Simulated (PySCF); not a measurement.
PySCF input for Ge(H)(OH)(NH2)2 (GeH6N2O), SMILES [NH2][GeH]([OH])[NH2], B3LYP/pcSseg-1. Coordinates come from a B3LYP-D3(BJ)/def2-SVP optimisation. The structure was generated by enumeration, and PubChem lists no compound with its InChIKey, so it may never have been made. One conformer was computed; it need not be the lowest.

```python
import numpy as np
from pyscf import gto, scf, dft
from pyscf.prop.nmr import rks as nmr

mol = gto.M(
    atom='''
    Ge    0.04448792    0.12923118   -0.22917462
    N    -0.79214090   -1.43620341   -0.66496457
    N     1.47694756   -0.36875044    0.77944207
    O    -0.81394627    1.22095632    0.90697208
    H     0.25825118    0.88899768   -1.56347382
    H    -1.55980983   -1.37314758   -1.32959816
    H    -1.07322923   -2.00482616    0.13160831
    H     2.15346856   -0.97292369    0.32023945
    H     1.95303554    0.38947304    1.26169965
    H    -1.43740620    1.80405557    0.45599327
    ''',
    basis='pcSseg-1',
    charge=0,
    spin=0,
    max_memory=1600,
    verbose=3,
)
mf = dft.RKS(mol, xc='b3lyp')
mf.grids.level = 3
mf.conv_tol = 1e-10
mf.max_cycle = 100
mf.kernel()
n = nmr.NMR(mf)
n.verbose = 2
n.max_cycle_cphf = 60
sigma = n.kernel()
print('atom   isotropic/ppm   span/ppm')
for i, s in enumerate(sigma):
    w = np.linalg.eigvalsh((s + s.T) / 2)
    print(f'{mol.atom_symbol(i):2s}{i + 1:3d} {w.mean():14.3f} {w[2] - w[0]:11.3f}')
```

It prints:

```
converged SCF energy = -2265.21238612605
atom   isotropic/ppm   span/ppm
Ge  1       1270.047     206.741
N   2        227.286      64.629
N   3        244.629      71.359
O   4        271.695      48.315
H   5         25.598      17.700
H   6         30.925      18.338
H   7         30.717      17.958
H   8         31.296      20.093
H   9         31.131      19.995
H  10         30.719      21.005
```

Self-consistency was reached.
